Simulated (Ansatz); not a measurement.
CH₃BIN. Total charge 0; spin multiplicity 1. I takes the def2 core potential. The bonds changed during the relaxation, so this is another structure than the one it started from.

```xyz
7

B    -0.495    0.304   -0.783
C     0.158   -0.434    0.395
N     0.646   -0.993    1.278
I     0.365    2.365   -0.541
H    -0.119   -0.200   -1.805
H    -1.684    0.314   -0.615
H     1.129   -1.357    2.070
```

Task: What are the harmonic wavenumbers in cm⁻¹ at PBE0-D4/def2-TZVP (Ansatz, finite differences of forces, unscaled)? (An estimate is asked.)

Result: Computed: 107, 309, 356, 408, 420, 546, 676, 784, 906, 959, 1124, 2251, 2542, 2607, 3838.

Task: Is this a minimum?

Result: Yes, all 15 modes are real.

Task: Give the ideal-gas thermochemistry at 298.15 K and 1 bar (rigid rotor, harmonic oscillator; point group Cs, symmetry number 1).

Result: Zero-point energy 106.7 kJ/mol; H(298) − E = 123.4 kJ/mol; entropy 321.3 J/(mol·K), of which translation 172.7, rotation 110.7, vibration 37.9; G(298) − E = 27.6 kJ/mol.

Task: And at 400, 500, 600, 800 and 1000 K?

Result: 
```json
{"T (K)": "400", "H − E (kJ/mol)": "132.5", "S (J/mol/K)": "347.6", "G − E (kJ/mol)": "-6.5"}
{"T (K)": "500", "H − E (kJ/mol)": "142.6", "S (J/mol/K)": "369.9", "G − E (kJ/mol)": "-42.4"}
{"T (K)": "600", "H − E (kJ/mol)": "153.3", "S (J/mol/K)": "389.5", "G − E (kJ/mol)": "-80.4"}
{"T (K)": "800", "H − E (kJ/mol)": "176.6", "S (J/mol/K)": "423.0", "G − E (kJ/mol)": "-161.7"}
{"T (K)": "1000", "H − E (kJ/mol)": "201.7", "S (J/mol/K)": "450.9", "G − E (kJ/mol)": "-249.2"}
```
